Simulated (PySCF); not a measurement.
ClNa, charge +1, doublet, at a GFN2-xTB geometry (such geometries of metal compounds can be far from the true shape) (a state made from the parent by changing its charge; the spin is typed, not shown lowest). Base run: B3LYP/6-311G** run with PySCF.

PySCF was given this input:
```python
from pyscf import gto, scf, dft

mol = gto.Mole()
mol.atom = '''
    Na   -0.00000000   -0.00000000   -1.71519955
    Cl    0.00000000    0.00000000    1.10983500
'''
mol.basis = '6-311g**'
mol.charge = 1
mol.spin = 1
mol.verbose = 5
mol.build()

mf = dft.UKS(mol)
mf.xc = 'b3lyp'
mf.kernel()
mf.analyze()
```

The base run was repeated with changes; each row names its change, and settings that it needs were set with it.

```
change                                                                                                                  ΔE vs base (mEh)  fitting functions        outcome
----------------------------------------------------------------------------------------------------------------------  ----------------  -----------------  -------------
base                                                                                                                               0.000                  -      converged
auxbasis = def2-tzvp-ri                                                                                                          -27.380                212      converged
exchange = seminumerical (SGX) (with mf = sgx.sgx_fit(mf, auxbasis='def2-universal-jfit'); with mf.with_df.dfj = True)            -0.068                107      converged
auxbasis = def2-universal-jkfit                                                                                                   -0.024                240      converged
auxbasis = even-tempered beta=1.6                                                                                                 -0.009                568      converged
auxbasis = even-tempered beta=2.0                                                                                                 -0.030                385      converged
auxbasis = def2-universal-jfit                                                                                                     464.0                107      converged
auxbasis = default (with mf = mf.density_fit())                                                                                   -0.004                321      converged
auxbasis = cc-pvdz-jkfit                                                                                                               -                  -  input refused
auxbasis = autoaux                                                                                                                -0.003                388      converged
```

A fitting set is made for a task (jfit for Coulomb, jkfit for Coulomb and exchange, ri for correlation) and for a family of orbital bases.

Open shells are given as the SCF converged; they aren't shown to be the lowest states, and a large step between rows can be another state.

- auxbasis = cc-pvdz-jkfit: ended with `pyscf.lib.exceptions.BasisNotFoundError: Basis set not found for Na in cc-pvdz-jkfit`
